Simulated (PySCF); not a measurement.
Isomers of C7H15NO, mass 129.115 u with the commonest isotopes. Level of theory: PBE0/pcSseg-1 in PySCF (dipole) on a GFN2-xTB geometry, gas phase. One conformer each, none proved a minimum here; rigid rotors.

Task: Order these by out-of-plane moment Σ m c² = (Ia + Ib − Ic)/2, largest first.
A. `[CH3:1][O:2][CH2:3][C@H:4]1[CH2:5][CH2:6][CH2:7][NH:8][CH2:9]1` with C1–O2–C3–C4 -178°, O2–C3–C4–C5 65°, C3–C4–C5–C6 178°, C4–C5–C6–C7 -55°, C5–C6–C7–N8 56°, C6–C7–N8–C9 -56°
B. `[CH3:1][CH2:2][C:3](=[O:4])[N:5]([CH2:6][CH3:7])[CH2:8][CH3:9]` with C1–C2–C3–O4 -5°, C2–C3–N5–C6 180°, C3–N5–C6–C7 -92°, C3–N5–C8–C9 -93° (N,N-diethylpropionamide)
C. `[CH3:1][N:2]([CH3:3])[C:4](=[O:5])[C:6]([CH3:7])([CH3:8])[CH3:9]` with C1–N2–C4–O5 180°
D. `[CH3:1][C:2](=[O:3])[NH:4][CH2:5][CH2:6][CH:7]([CH3:8])[CH3:9]` with C1–C2–N4–C5 177°, C2–N4–C5–C6 -115°, N4–C5–C6–C7 -179°, C5–C6–C7–C8 -70° (N-(3-methylbutyl)acetamide)
E. `[CH3:1][CH:2]([CH3:3])[C:4]([CH3:5])([CH3:6])[NH:7][CH:8]=[O:9]` with C1–C2–C4–C5 -54°, C2–C4–N7–C8 -176°, C4–N7–C8–O9 2°
F. `[CH2:1]=[CH:2][C@@H:3]([O:4][CH3:5])[C@@H:6]([CH3:7])[CH2:8][NH2:9]` with C1–C2–C3–O4 123°, C2–C3–O4–C5 -69°, C2–C3–C6–C7 56°, C3–C6–C8–N9 173°, C6–C8–N9–H -63° and 179°
G. `[CH3:1][CH2:2][C:3](=[O:4])[N:5]([CH3:6])[CH:7]([CH3:8])[CH3:9]` with C1–C2–C3–O4 -2°, C2–C3–N5–C6 -1°, C3–N5–C7–C8 115°

Result: E (64.18 u·Å²), C (59.98 u·Å²), G (59.15 u·Å²), B (37.20 u·Å²), D (30.09 u·Å²), F (22.82 u·Å²), A (20.33 u·Å²).

Task: Order these by rotational constant A, largest first.
A. `[CH3:1][CH2:2][C:3](=[O:4])[N:5]([CH2:6][CH3:7])[CH2:8][CH3:9]` with C1–C2–C3–O4 -5°, C2–C3–N5–C6 180°, C3–N5–C6–C7 -92°, C3–N5–C8–C9 -93°
B. `[CH3:1][N:2]([CH3:3])[C:4](=[O:5])[C:6]([CH3:7])([CH3:8])[CH3:9]` with C1–N2–C4–O5 180°
C. `[CH3:1][CH:2]([CH3:3])[C:4]([CH3:5])([CH3:6])[NH:7][CH:8]=[O:9]` with C1–C2–C4–C5 -54°, C2–C4–N7–C8 -176°, C4–N7–C8–O9 2°
D. `[CH2:1]=[CH:2][C@@H:3]([O:4][CH3:5])[C@@H:6]([CH3:7])[CH2:8][NH2:9]` with C1–C2–C3–O4 123°, C2–C3–O4–C5 -69°, C2–C3–C6–C7 56°, C3–C6–C8–N9 173°, C6–C8–N9–H -63° and 179°
E. `[CH3:1][C:2](=[O:3])[NH:4][CH2:5][CH2:6][CH:7]([CH3:8])[CH3:9]` with C1–C2–N4–C5 177°, C2–N4–C5–C6 -115°, N4–C5–C6–C7 -179°, C5–C6–C7–C8 -70°
F. `[CH3:1][CH2:2][C:3](=[O:4])[N:5]([CH3:6])[CH:7]([CH3:8])[CH3:9]` with C1–C2–C3–O4 -2°, C2–C3–N5–C6 -1°, C3–N5–C7–C8 115°
G. `[CH3:1][O:2][CH2:3][C@H:4]1[CH2:5][CH2:6][CH2:7][NH:8][CH2:9]1` with C1–O2–C3–C4 -178°, O2–C3–C4–C5 65°, C3–C4–C5–C6 178°, C4–C5–C6–C7 -55°, C5–C6–C7–N8 56°, C6–C7–N8–C9 -56°

Result: G (3929 MHz), E (3830 MHz), F (2985 MHz), C (2772 MHz), B (2362 MHz), D (2197 MHz), A (1973 MHz).

Task: Order these by dipole moment, largest first.
A. `[CH3:1][O:2][CH2:3][C@H:4]1[CH2:5][CH2:6][CH2:7][NH:8][CH2:9]1` with C1–O2–C3–C4 -178°, O2–C3–C4–C5 65°, C3–C4–C5–C6 178°, C4–C5–C6–C7 -55°, C5–C6–C7–N8 56°, C6–C7–N8–C9 -56°
B. `[CH2:1]=[CH:2][C@@H:3]([O:4][CH3:5])[C@@H:6]([CH3:7])[CH2:8][NH2:9]` with C1–C2–C3–O4 123°, C2–C3–O4–C5 -69°, C2–C3–C6–C7 56°, C3–C6–C8–N9 173°, C6–C8–N9–H -63° and 179°
C. `[CH3:1][CH2:2][C:3](=[O:4])[N:5]([CH2:6][CH3:7])[CH2:8][CH3:9]` with C1–C2–C3–O4 -5°, C2–C3–N5–C6 180°, C3–N5–C6–C7 -92°, C3–N5–C8–C9 -93°
D. `[CH3:1][CH:2]([CH3:3])[C:4]([CH3:5])([CH3:6])[NH:7][CH:8]=[O:9]` with C1–C2–C4–C5 -54°, C2–C4–N7–C8 -176°, C4–N7–C8–O9 2°
E. `[CH3:1][N:2]([CH3:3])[C:4](=[O:5])[C:6]([CH3:7])([CH3:8])[CH3:9]` with C1–N2–C4–O5 180°

Result: D (3.89 D), C (3.74 D), E (3.61 D), B (1.26 D), A (1.11 D).

```json
{"SMILES": "CCC(=O)N(CC)CC", "point group": "C1", "Ia (u·Å²)": "256.09", "Ib (u·Å²)": "416.53", "Ic (u·Å²)": "598.23", "κ": "-0.35", "μa (D)": "1.76", "μb (D)": "3.05", "μc (D)": "1.26"}
{"SMILES": "COC[C@H]1CCCNC1", "point group": "C1", "Ia (u·Å²)": "128.64", "Ib (u·Å²)": "609.68", "Ic (u·Å²)": "697.66", "κ": "-0.93", "μa (D)": "1.10", "μb (D)": "0.01", "μc (D)": "0.17"}
{"SMILES": "CC(C)C(C)(C)NC=O", "point group": "C1", "Ia (u·Å²)": "182.31", "Ib (u·Å²)": "462.80", "Ic (u·Å²)": "516.76", "κ": "-0.87", "μa (D)": "3.24", "μb (D)": "1.33", "μc (D)": "1.70"}
{"SMILES": "CCC(=O)N(C)C(C)C", "point group": "near Cs", "Ia (u·Å²)": "169.30", "Ib (u·Å²)": "536.54", "Ic (u·Å²)": "587.55", "κ": "-0.92", "μa (D)": "1.45", "μb (D)": "3.36", "μc (D)": "0.04"}
{"SMILES": "C=C[C@@H](OC)[C@@H](C)CN", "point group": "C1", "Ia (u·Å²)": "230.04", "Ib (u·Å²)": "466.57", "Ic (u·Å²)": "650.97", "κ": "-0.57", "μa (D)": "0.88", "μb (D)": "0.84", "μc (D)": "0.34"}
{"SMILES": "CC(=O)NCCC(C)C", "point group": "C1", "Ia (u·Å²)": "131.97", "Ib (u·Å²)": "797.03", "Ic (u·Å²)": "868.82", "κ": "-0.97", "μa (D)": "0.98", "μb (D)": "3.57", "μc (D)": "0.61"}
{"SMILES": "CN(C)C(=O)C(C)(C)C", "point group": "C1", "Ia (u·Å²)": "213.99", "Ib (u·Å²)": "389.42", "Ic (u·Å²)": "483.44", "κ": "-0.62", "μa (D)": "0.86", "μb (D)": "3.50", "μc (D)": "0.01"}
```
